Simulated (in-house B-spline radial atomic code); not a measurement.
Settings and results of a run for Rh VII (Rh6+). Method: Dirac-Kohn-Sham LC-wPBE, spherical fractional occupations, exact exchange averaged over the configuration, Fermi nucleus of rms radius 4.4945 fm. Calculated with a B-spline radial code for spherical atoms.

Command:
```bash
python run_scf.py task.json out
```
Settings (nuclear radius in fm, mass in u):
```
Z                45
configuration    [Kr] 4d3
hamiltonian      dirac
method           lc_wpbe
spin_polarised   False
nucleus          fermi
rms_radius       4.4945
atomic_mass      102.90549
speed_of_light   137.035999084
exact_exchange   averaged over the configuration
```

Output (hartree, bohr):
```
 radial grid: 66 intervals, B-splines of order 8, outer radius 15.5224 bohr

 iter        energy (Eh)    residual
    1       -4767.239554    6.75e-01
    2       -4773.890910    3.12e-01
    3       -4775.687833    7.66e-02
    4       -4775.801404    2.49e-02
    5       -4775.809009    8.40e-03
    6       -4775.810678    9.41e-04
    7       -4775.810692    3.06e-05
    8       -4775.810692    3.31e-06
    9       -4775.810692    9.64e-08

 total energy                     -4775.81069
 kinetic                            4979.4144
 electron-nucleus                 -11427.8633
 Hartree                            1807.8587
 exact exchange                       -8.1642
 exchange-correlation               -127.0562

 first-order corrections (not in the total)
   Gaunt                             3.4237
   retardation                      -0.3442
   frequency dependence             -0.0240
   self-energy                       2.3066
   Uehling                          -0.2773
   Wichmann-Kroll                    0.0047
   recoil                            0.0177

 orbital      occ     eigenvalue          <r>       <r^2>       <1/r>     <1/r^3>       r_max    small
 1s1/2      2.000      -849.8831     0.032625  0.00143784     47.0571           -     0.02117  2.71e-02
 2s1/2      2.000      -126.3793     0.141539   0.0236746     10.7915           -      0.1199  5.63e-03
 2p1/2      2.000      -117.2705     0.120295   0.0177697     10.7679           -     0.09296  5.63e-03
 2p3/2      4.000      -111.9573     0.125165   0.0191089     10.1735     3046.15     0.09703  5.42e-03
 3s1/2      2.000       -25.6091     0.389994    0.174186     3.74764           -      0.3514  1.55e-03
 3p1/2      2.000       -22.0448     0.382598    0.170319     3.65017           -      0.3381  1.50e-03
 3p3/2      4.000       -21.1288     0.393263    0.179727     3.50677     533.964      0.3477  1.44e-03
 3d3/2      4.000       -14.8288     0.367595    0.161517     3.33483     79.8881      0.2897  1.33e-03
 3d5/2      6.000       -14.6479     0.371045    0.164412     3.29766     75.5848      0.2924  1.31e-03
 4s1/2      2.000        -6.5320     0.952202     1.02214     1.44874           -       0.873  4.01e-04
 4p1/2      2.000        -5.3886      1.00853      1.1545     1.34788           -      0.9114  3.58e-04
 4p3/2      4.000        -5.2279      1.03241     1.20928     1.30794     93.5842      0.9334  3.45e-04
 4d3/2      1.200        -3.4417        1.204     1.67221     1.09006     10.4981       1.045  2.53e-04
 4d5/2      1.800        -3.4187      1.21233     1.69498      1.0812     9.92046       1.052  2.50e-04

 Slater integrals (Eh)
   F0(4p1/2,4p1/2)               0.890948
   F0(4p1/2,4p3/2)               0.880377
   G2(4p1/2,4p3/2)               0.464861
   F0(4p1/2,4d3/2)               0.809277
   G1(4p1/2,4d3/2)               0.520782
   F0(4p1/2,4d5/2)               0.805873
   G3(4p1/2,4d5/2)               0.320235
   F0(4p3/2,4p3/2)               0.870297
   F2(4p3/2,4p3/2)               0.460748
   F0(4p3/2,4d3/2)               0.801655
   F2(4p3/2,4d3/2)               0.411170
   G1(4p3/2,4d3/2)               0.521583
   G3(4p3/2,4d3/2)               0.324000
   F0(4p3/2,4d5/2)               0.798374
   F2(4p3/2,4d5/2)               0.408869
   G1(4p3/2,4d5/2)               0.518099
   G3(4p3/2,4d5/2)               0.321741
   F0(4d3/2,4d3/2)               0.747909
   F2(4d3/2,4d3/2)               0.385015
   F0(4d3/2,4d5/2)               0.745312
   F2(4d3/2,4d5/2)               0.383744
   G2(4d3/2,4d5/2)               0.383540
   G4(4d3/2,4d5/2)               0.255836
   F0(4d5/2,4d5/2)               0.742749
   (list cut)
```

Time taken, with all properties: 5.9 s on 1 thread of Arm Neoverse N1, with other jobs on the host.

For the Dirac Hamiltonian the kinetic term is c α·p + (β - 1)c².
